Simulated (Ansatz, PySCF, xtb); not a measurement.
Process, species as SMILES: COC + O (H2O) → 2 CO (CH4O) [methanol]
Each molecule is optimised on its own at B3LYP-D3(BJ)/def2-TZVP (Ansatz, a program for electronic structure).

Property: bond separation energy (0 K, with B3LYP-D3(BJ) harmonic zero-point energies from PySCF), in kcal/mol. Valence correlation only, unless marked. No spin-orbit coupling. Non-relativistic. Basis-set limits of correlation are two-point, X^-3; Hartree-Fock from the larger set. [CCSD(T)-MP2]/basis is that difference in the basis named.

| level | program | bond separation energy (kcal/mol) |
|---|---|---|
| GFN2-xTB | xtb | 5.3 |
| HF/aug-cc-pVDZ | Ansatz | 4.0 |
| HF/def2-TZVPD | PySCF | 4.0 |
| M06-L/def2-TZVPD | PySCF | 4.9 |
| r2SCAN/def2-TZVPD | Ansatz | 5.5 |
| TPSSh/def2-TZVPD | PySCF | 4.4 |
| LC-wPBE-D3(BJ)/def2-TZVPD | Ansatz + dftd3 | 5.2 |

### Question
Estimate the value at RI-MP2/CBS(aug-cc-pVTZ,aug-cc-pVQZ)+[CCSD(T)-MP2]/aug-cc-pVTZ as computed with Ansatz.

### Answer
5.7 kcal/mol
